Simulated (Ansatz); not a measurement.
The same molecule with X = Al, Ga, In. Ansatz, PBE0-D4/def2-TZVP geometries, multiplicity 2. Each molecule was computed in one conformer, which needn't be the lowest.

Elements past krypton have def2 core potentials. Scalar relativity is left out up to krypton.

| X | molecule | mean X–C bond length / Å | mean X–Cl bond length / Å | size of the dipole moment (ωB97M-V/def2-TZVPP) / D | size of the dipole moment (PBE/def2-TZVPP) / D | size of the dipole moment (B3LYP/def2-TZVPP) / D |
| --- | --- | --- | --- | --- | --- | --- |
| Al | `C[CH2][Al][Cl]`• | 1.981 | 2.125 | 2.08 | 1.99 | 2.05 |
| Ga | `C[CH2][Ga][Cl]`• | 2.028 | 2.190 | 2.76 | 2.69 | 2.80 |

(1) Give the row for X = In, `C[CH2][In][Cl]`•. (Estimate.)

Answers

(1) Computed: 
```json
{"X": "In", "molecule": "`C[CH2][In][Cl]`•", "mean X–C bond length / Å": "2.268", "mean X–Cl bond length / Å": "2.398", "size of the dipole moment (ωB97M-V/def2-TZVPP) / D": "3.69", "size of the dipole moment (PBE/def2-TZVPP) / D": "3.57", "size of the dipole moment (B3LYP/def2-TZVPP) / D": "3.76"}
```

From Al to In the mean X–C bond length rises at each step, by 0.287 Å in all; the mean X–Cl bond length rises at each step, by 0.273 Å in all. Bonds lengthen as the atom grows down the group. Dipoles are sizes alone, and their direction can turn along the series.

B3LYP here is the variant with VWN-RPA as its local correlation; programs differ in this.
